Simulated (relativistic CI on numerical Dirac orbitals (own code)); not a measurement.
# Electric-dipole lines of S13+

These numbers are calculated, not measured: Dirac-Coulomb-Breit CI, KLI orbitals optimised for each configuration, model QED (radiative potential, 1s self-energy scaled to tabulated hydrogen-like ionisation energies), unscaled Slater integrals (own radial code, finite nucleus).

CI space (outside the closed core 1s2): 2s, 2p, 3s, 3p, 3d, 4s, 4p, 4d, 4f, 5s, 5p, 5d, 5f, 5g, 6s, 6p, 6d. Levels of other configurations are missing.

```
λ vac (nm)            Lower            Upper   A (s⁻¹)  log gf  S velocity/length
    2.4300   2p 2P°_3/2 [3]   4d 2D_5/2 [13]  8.34e+11   -0.35               1.00
    3.0436    2s 2S_1/2 [1]   3p 2P°_3/2 [6]  8.26e+11   -0.34               1.01
    3.2439   2p 2P°_1/2 [2]    3d 2D_3/2 [7]  2.13e+12    0.13               1.00
    3.2583   2p 2P°_3/2 [3]    3d 2D_5/2 [8]  2.55e+12    0.39               1.00
    6.4336   3p 2P°_3/2 [6]   5d 2D_5/2 [20]  1.32e+11   -0.31               1.00
    6.5273    3d 2D_3/2 [7]  5f 2F°_5/2 [21]  1.64e+11   -0.20               1.00
    6.5326    3d 2D_5/2 [8]  5f 2F°_7/2 [22]  1.75e+11   -0.05               1.00
    8.8750    3s 2S_1/2 [4]  4p 2P°_3/2 [11]  1.06e+11   -0.30               1.01
    9.3123   3p 2P°_1/2 [5]   4d 2D_3/2 [12]  2.24e+11    0.07               1.00
    9.3455   3p 2P°_3/2 [6]   4d 2D_5/2 [13]  2.68e+11    0.32               1.00
    9.5428    3d 2D_3/2 [7]  4f 2F°_5/2 [14]  4.96e+11    0.61               1.00
    9.5528    3d 2D_5/2 [8]  4f 2F°_7/2 [15]  5.30e+11    0.76               1.00
    20.169  4p 2P°_1/2 [10]   5d 2D_3/2 [19]  4.63e+10    0.05               1.00
    20.232  4p 2P°_3/2 [11]   5d 2D_5/2 [20]  5.57e+10    0.31               1.00
    20.613   4d 2D_3/2 [12]  5f 2F°_5/2 [21]  9.28e+10    0.55               1.00
    20.631   4d 2D_5/2 [13]  5f 2F°_7/2 [22]  9.93e+10    0.71               1.00
    20.650  4f 2F°_5/2 [14]   5g 2G_7/2 [23]  1.58e+11    0.91               1.00
    20.658  4f 2F°_7/2 [15]   5g 2G_9/2 [24]  1.64e+11    1.02               1.00
    37.185  5p 2P°_1/2 [17]   6d 2D_3/2 [28]  1.38e+10    0.06               1.00
    37.293  5p 2P°_3/2 [18]   6d 2D_5/2 [29]  1.66e+10    0.32               1.00
```

Terms are leading LS components. Brackets give the number of a level in order of energy, since labels repeat. The list gives strong lines, with weight on those to low levels. Levels whose partners in the same complex of configurations lie outside the list can be far off, and so can their lines. Rates are taken at the computed energies, electric ones in the length gauge. A velocity-to-length ratio far from 1 marks an uncertain rate.

At this charge energies of transitions that change n are usually good to better than 1 %, and those within a shell (Δn = 0) to a few per cent.

(1) From the table, what is the radiative lifetime of 4d 2D_5/2?

Results:

(1) The listed rates from this level add up to about 1.10e+12 s⁻¹, 100 % of its decay; with all channels τ = 9.07e-13 s.
